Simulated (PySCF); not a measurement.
Si(H)(F)2(OH) (F2H2OSi), SMILES O[SiH](F)F.

Geometry: PBE0-D3(BJ)/def2-SVP. Other conformers were not sampled.

Method: r2SCAN/def2-TZVPD in PySCF.

Symmetry labels are those of the subgroup Cs that the program uses (full group Cs).

List the valence orbital energies around the gap with their symmetry. (Estimate from the structure and the level; the computed values follow.)


```csv
orbital,symmetry,energy (eV)
HOMO−7,A",-12.58
HOMO−6,A',-11.98
HOMO−5,A',-11.45
HOMO−4,A",-10.92
HOMO−3,A",-10.54
HOMO−2,A',-9.87
HOMO−1,A',-9.67
HOMO,A",-8.98
LUMO,A',-0.23
LUMO+1,A',0.59
LUMO+2,A",0.61
LUMO+3,A',1.53
```
